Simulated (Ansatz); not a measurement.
## Cost against result

Saddle point of SiH2SF4, singlet (SiF₄ ([F][Si]([F])([F])[F]) + H₂S → SiHSF₃ ([F][Si]([F])([F])[SH]) + HF; bonds formed: Si1–S7, F2–H6; bonds broken: Si1–F2, H6–S7), PBE0-D4/def2-TZVP structure:

| atom | x (Å) | y (Å) | z (Å) |
| --- | --- | --- | --- |
| Si1 | -0.4285 | 0.1082 | -0.5612 |
| F2 | -0.4738 | -1.4078 | 0.5076 |
| F3 | -0.1698 | 1.5464 | -1.2173 |
| F4 | -2.0043 | 0.1281 | -0.5187 |
| F5 | 0.3049 | -0.7694 | -1.6517 |
| H6 | 0.2009 | -0.7744 | 1.3034 |
| S7 | 0.6891 | 0.7046 | 1.3576 |
| H8 | 1.8813 | 0.4644 | 0.7803 |

Barriers are electronic and count from the start structure reached by relaxing down the imaginary mode.

Ansatz 0.2.0; basis: as named in each row; cores frozen in the correlated methods. B3LYP uses VWN-RPA correlation. Extrapolation: Hartree–Fock as exp(−7.88 √X), correlation as X^−2.97.

Times are rough, for one single point on 8 threads of a shared host (Arm Neoverse V1).

The estimate by CCSD(T) at an estimated basis limit (MP2 extrapolated from triple and quadruple zeta, plus CCSD(T) − MP2 in triple zeta) is 46.45 kcal/mol.

```tsv
method	basis	time (s)	barrier (kcal/mol)	method less estimate
HF	STO-3G	under 1	47.22	0.77
PBE-D4	STO-3G	under 1	-4.34	-50.79
SPW92	def2-SVP	under 1	17.80	-28.64
PBE-D4	def2-SVP	under 1	27.46	-18.99
B3LYP-D4	6-31G	under 1	30.20	-16.25
PBE0-D4	def2-SVP	under 1	32.98	-13.46
SPW92	def2-TZVPP	under 1	25.52	-20.93
PBE-D4	def2-TZVPP	2	34.58	-11.87
BLYP-D4	def2-TZVPP	2	41.38	-5.06
BHLYP-D4	def2-TZVPP	2	51.12	4.68
B3LYP-D4	def2-TZVPP	2	45.02	-1.42
CAM-B3LYP-D4	def2-TZVPP	2	45.35	-1.09
PBE0-D4	def2-TZVPP	2	40.08	-6.37
wB97M-V	def2-SVP	3	35.67	-10.78
r2SCAN-D4	def2-TZVPP	3	39.48	-6.97
RPA on PBE	def2-TZVPP	3	47.55	1.10
r2SCAN0-D4	def2-TZVPP	3	43.20	-3.25
PBE-QIDH	def2-TZVPP	4	44.23	-2.22
CCSD(T)	def2-SVP	4	44.71	-1.74
B2PLYP	def2-TZVPP	4	46.47	0.03
wB97X-V	def2-TZVPP	5	44.00	-2.45
B97M-V	def2-TZVPP	6	45.28	-1.17
wB97M-V	def2-TZVPP	6	43.38	-3.06
MP2	def2-QZVPP	22	45.19	-1.25
CCSD(T)	def2-TZVPP	140	47.77	1.33
```

All methods are single points on the PBE0-D4 structures; a negative value means that the method puts the saddle structure below the start.

The T1 diagnostic stays at or below 0.013.

Labels in which every atom is bracketed show which atoms are joined, not bond orders.
